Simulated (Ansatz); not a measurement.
Mulliken charges of `[SiH3]NC=S` from B3LYP/def2-TZVPP in Ansatz (PBE0-D4/def2-TZVP geometry).

| atom | x (Å) | y (Å) | z (Å) | charge (e) |
| --- | --- | --- | --- | --- |
| Si1 | 0.272 | 1.261 | 0.235 | 0.337 |
| N2 | -0.123 | -0.438 | 0.418 | -0.186 |
| C3 | -0.239 | -1.344 | -0.574 | 0.031 |
| S4 | -0.607 | -2.919 | -0.396 | -0.283 |
| H5 | 0.448 | 1.482 | -1.218 | -0.045 |
| H6 | -0.830 | 2.096 | 0.772 | -0.048 |
| H7 | 1.518 | 1.571 | 0.977 | -0.048 |
| H8 | -0.293 | -0.837 | 1.334 | 0.132 |
| H9 | -0.058 | -0.918 | -1.564 | 0.110 |

**Question.** By hand: the dipole of these point charges (1 e Å = 4.8032 D).

**Answer.** Σ q r = (0.181, 0.837, 0.071) e Å, of length 0.859 e Å = 4.13 D.

**Question.** How does the dipole of the full density compare? (Estimate.)

**Answer.** The calculation gave: (0.154, 0.760, 0.178) e Å, 3.82 D; the point charges give 1.08 times that, at 8° from its direction.

Point charges leave out the atoms' own dipoles, such as those of lone pairs, and Mulliken's split depends on the basis, so the close match here is no proof of good charges.

B3LYP here is the variant with VWN-RPA as its local correlation; programs differ in this.
